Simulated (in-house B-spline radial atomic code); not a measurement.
Response and correlation of Hg III (Hg2+)

Closed shell [Xe] 4f14 5d10. Computed with an all-electron radial atomic-structure program (B-spline basis): Dirac-Hartree-Fock, relativistic RPA (time-dependent Dirac-Hartree-Fock) for the response and second-order many-body perturbation theory for correlation, no-pair Dirac-Coulomb Hamiltonian, finite nucleus.

Command:
```bash
python run_mb.py task.json out
```
Settings (nuclear radius in fm, box in bohr, cutoff in hartree):
```
basis_form          2
Z                   80
core_configuration  [Xe] 4f14 5d10
rms_radius          5.4648
mass_number         202
speed_of_light      137.036
box_radius          18.686
lmax                7
intervals           63
virtual_cutoff      160000.0
```

Run time, properties included: 47 s on 1 thread of Arm Neoverse N1 (shared host).

```json
{"multipole (bohr³, bohr⁵, bohr⁷)": "dipole", "uncoupled": "8.2248", "coupled RPA": "?"}
{"multipole (bohr³, bohr⁵, bohr⁷)": "quadrupole", "uncoupled": "23.265", "coupled RPA": "37.153"}
{"multipole (bohr³, bohr⁵, bohr⁷)": "octupole", "uncoupled": "124.37", "coupled RPA": "171.97"}
```

Q: What is the coupled dipole polarisability?

A: 7.3757 atomic units, -10 % against the uncoupled value.

Q: Which subshells carry the dipole polarisability?

A: 5d5/2 62.2 %, 5d3/2 35.9 %, 5p3/2 1.1 %.

Q: What does the dipole shielding factor come to?

A: The dipole shielding factor is 0.975, against the exact N/Z = 78/80 = 0.975 of the non-relativistic theorem.

Dipole polarisability at imaginary frequency:

| u (Eh) | α(iu) (bohr³) |
| --- | --- |
| 0 | 7.376 |
| 0.104 | 7.276 |
| 0.26 | 6.822 |
| 0.52 | 5.75 |
| 0.779 | 4.76 |
| 1.04 | 3.954 |
| 1.56 | 2.816 |
| 2.08 | 2.087 |
| 2.6 | 1.602 |
| 3.64 | 1.029 |
| 5.2 | 0.6183 |
| 7.79 | 0.339 |
| 10.4 | 0.2197 |
| 15.6 | 0.119 |
| 26 | 0.0538 |
| 52 | 0.01716 |

Q: What dispersion coefficients follow for two such ions (the dispersion part alone)?

A: C6 = (3/π)∫α(iu)²du = 47.98 hartree·bohr⁶ and C8 = 839.4 hartree·bohr⁸.

Lowest J = 1 odd-parity excitations:

```tsv
energy (eV)	oscillator strength	leading channel	weight
14.934	0.0725	5d5/2 → p3/2	0.662
16.168	0.711	5d3/2 → p1/2	0.725
17.288	0.0767	5d3/2 → p3/2	0.885
24.924	0.0166	5d5/2 → p3/2	0.978
26.204	0.0273	5d5/2 → f5/2	0.787
26.446	0.118	5d3/2 → p1/2	0.539
26.676	0.296	5d5/2 → f7/2	0.425
27.011	0.000485	5d3/2 → p3/2	0.909
```

Second-order correlation energy by the highest angular momentum of the excited pair (hartree): s -0.03492, p -0.2883, d -0.8541, f -1.813, g -1.415, h -0.5147, i -0.2365, k -0.119.

Q: What is the second-order correlation energy at the partial-wave limit?

A: The listed waves sum to -5.2758 hartree; extrapolating the increments as (l + 1/2)⁻⁴ gives -5.519 hartree, -1.93 eV per electron.
